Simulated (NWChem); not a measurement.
GeH₄O; SMILES [OH][GeH3]

```xyz
6

Ge    -0.0072    -0.3404     0.0000
O     -0.0677     1.4416     0.0000
H      0.7212    -0.8550    -1.2605
H     -1.4784    -0.7712     0.0000
H      0.7212    -0.8550     1.2605
H      0.8076     1.8421     0.0000
```
Atoms are numbered in this order, from 1.

The geometry was optimised at PBE0/def2-SVP.

Symmetry labels are those of Cs in the frame above (b1 and b2, or b-type labels, depend on it). States above −ε(HOMO) = 6.9 eV lie in this functional's continuum and hang on the basis.

**Question.** List the 4 lowest vertical singlet excitations from PBE/def2-SVPD, TDA (NWChem).

**Answer.** 
```tsv
state	energy (eV)	oscillator strength	symmetry	leading excitation (squared amplitude)
S1	6.07	0.006	a"	HOMO → LUMO (0.99)
S2	6.75	0.029	a"	HOMO → LUMO+1 (0.97)
S3	7.10	0.018	a'	HOMO−1 → LUMO (0.95)
S4	7.65	0.012	a"	HOMO → LUMO+2 (0.95)
```
